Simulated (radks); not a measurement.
Species: V2+. Configuration: [Ar] 3d3 (the NIST ground configuration). All-electron calculation, scalar-relativistic Kohn-Sham, PW91, spin-polarised, spherical densities, point nucleus; open shells are filled with parallel spins first. Program: a radial shooting solver on a logarithmic mesh with Libxc functionals. Some entries of the table are withheld. Estimate them.

orbital  occ.  eigenvalue (eV)  <1/r> (bohr^-1)
1s down     1        -5382.583            22.84
1s up       1        -5382.563            22.84
2s up       1        -619.3412            4.796
2s down     1        -618.3114            4.802
2p up       3              (1)            4.699
2p down     3              (2)            4.705
3s up       1         -87.9001              (3)
3s down     1         -84.9220              (4)
3p up       3         -61.7390            1.353
3p down     3         -58.7936            1.349
3d up       3              (5)            1.013
3d down     0              (6)           0.9929

Answer. 
(1) 2p up eigenvalue (eV): -519.9331
(2) 2p down eigenvalue (eV): -519.1427
(3) 3s up <1/r> (bohr^-1): 1.485
(4) 3s down <1/r> (bohr^-1): 1.483
(5) 3d up eigenvalue (eV): -22.4258
(6) 3d down eigenvalue (eV): -19.6996
